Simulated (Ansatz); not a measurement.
Calculation: Ansatz (a quantum-chemistry and plane-wave program) with frozen-core CCSD(T)/cc-pVTZ // r2SCAN-D4/def2-TZVP.

Ansatz 0.2 input:
```yaml
crystal:
  periodic: [false, false, false]
  atoms:
    - { symbol: N, position_ang: [-2.042402, -0.258739, -0.548898] }
    - { symbol: Ga, position_ang: [-0.347966, -0.707755, -1.074645] }
    - { symbol: Si, position_ang: [1.500179, 0.112955, 0.300421] }
    - { symbol: H, position_ang: [-2.882172, -0.537833, -1.03166] }
    - { symbol: H, position_ang: [-2.253811, 0.300091, 0.265307] }
    - { symbol: H, position_ang: [2.417058, 0.923149, -0.546079] }
    - { symbol: H, position_ang: [1.076503, 0.950377, 1.460503] }
    - { symbol: H, position_ang: [2.27164, -1.047035, 0.823317] }
basis:
  gaussian: { orbitals: cc-pVTZ }
correlation:
  method: ccsd_t
magnetization:
  spin_polarized: true
  initial_magnetization: 1
```

Output:

```
Functional definition: HF
1051 factors; integrals over basis functions are off by at most 6.9e-4 eV
mean field evaluation 1: about -61755.0041 eV, gradient 2.7e1 eV
mean field evaluation 2: about -61755.0108 eV, gradient 2.7e1 eV
mean field evaluation 4: about -61759.0083 eV, gradient 2.8e0 eV
mean field evaluation 8: about -61759.1769 eV, gradient 2.2e-1 eV
mean field evaluation 16: about -61757.5124 eV, gradient 1.9e1 eV
mean field evaluation 32: about -61755.9452 eV, gradient 4.4e-2 eV
mean field evaluation 64: about -61755.2317 eV, gradient 2.2e-3 eV
mean field -61759.17878797 eV, -2269.6079585829 hartree, gradient 2.8e-6 eV, S^2 0.761898; 1 other end points of the search recorded, 0 dependent functions left out
determinant -61759.17878797 eV, -2269.6079585829 hartree, with singles and doubles -61773.48277674 eV, -2270.1336204745 hartree
determinant -61755.94526382 eV, -2269.4891287621 hartree, with singles and doubles -61769.89119518 eV, -2270.0016322867 hartree
15 core orbitals not correlated
reference -61759.17878797 eV, -2269.6079585829 hartree; 14, 13 occupied and 148, 149 virtual orbitals, 1051 factors
second order -13.15667167 eV of doubles, -0.00000000 eV of singles
cycle   1  -14.10190260 eV  change   -9.4e-1 eV  update   2.8e-2
cycle   2  -14.13428817 eV  change   -3.2e-2 eV  update   7.2e-3
cycle   3  -14.13435387 eV  change   -6.6e-5 eV  update   3.8e-3
cycle   4  -14.13632333 eV  change   -2.0e-3 eV  update   1.4e-3
cycle   5  -14.13696749 eV  change   -6.4e-4 eV  update   7.4e-4
cycle   6  -14.13711680 eV  change   -1.5e-4 eV  update   2.9e-4
cycle   7  -14.13724358 eV  change   -1.3e-4 eV  update   1.3e-4
cycle   8  -14.13727715 eV  change   -3.4e-5 eV  update   5.0e-5
cycle   9  -14.13725295 eV  change    2.4e-5 eV  update   2.2e-5
cycle  10  -14.13724317 eV  change    9.8e-6 eV  update   9.1e-6
perturbative correction -0.61289668 eV, -0.0225235377 hartree
Total energy: -61773.92892783 eV, -2270.1500162247 hartree
```

Cost: very roughly 7 core-minutes.
